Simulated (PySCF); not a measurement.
## Computed properties of C2H6Bi, SMILES [CH3][Bi+][CH3]

Bi(Me)2 (C₂H₆Bi), SMILES [CH3][Bi+][CH3] (connectivity only; charge and spin as stated), charge +1, multiplicity 1. Coordinates come from a B3LYP-D3(BJ)/def2-SVP optimisation. The spin state was assumed, not searched. The isomer is the one that the SMILES or the coordinates give; other isomers of the formula were not compared. The def2 effective core potentials stand for the cores of Bi; spin–orbit coupling is left out. Other conformers were not sampled. All values are computed for the isolated molecule unless a solvent is named; none is compared with measurement here.

**Structure.** The optimised structure has C2 symmetry. All 21 harmonic modes at B3LYP-D3(BJ)/def2-SVP (PySCF) are real, so it is a minimum. With heavy atoms numbered as in [Bi+:1]([CH3:2])[CH3:6], the shortest bond between them is Bi1–C2 at 2.250 Å and the longest Bi1–C6 at 2.250 Å.

**Vibrations.** The strongest infrared lines (harmonic, unscaled, degenerate partners summed) lie at 1410 cm⁻¹ (40 km/mol, H 95 %), 3017 cm⁻¹ (17 km/mol, H 97 %), 829 cm⁻¹ (16 km/mol, H 82 %, C 18 %). The softest mode is at 55 cm⁻¹ and the zero-point energy is 43.9 kcal/mol.

**Electronic structure.** CAM-B3LYP/def2-TZVPD (PySCF) places the frontier levels at -14.15 and -8.37 eV, a gap of 5.78 eV and a mean polarisability of 62.1 bohr³. PBE/def2-TZVPD (PySCF) at the same geometry gives -11.90 and -10.13 eV, so its gap is 4.01 eV narrower. An orbital gap is neither the optical nor the fundamental gap.

**Excitations.** TDA-M06-2X/def2-SVPD (PySCF) has S1 at 2.29 eV (543 nm, f = 0.006, weak); the most intense of the 10 singlets computed lies at 8.41 eV (f = 0.31). T1 (TDA) is at 1.44 eV, 0.85 eV under S1. TDA-PBE/def2-SVPD (PySCF) puts S1 at 2.15 eV.
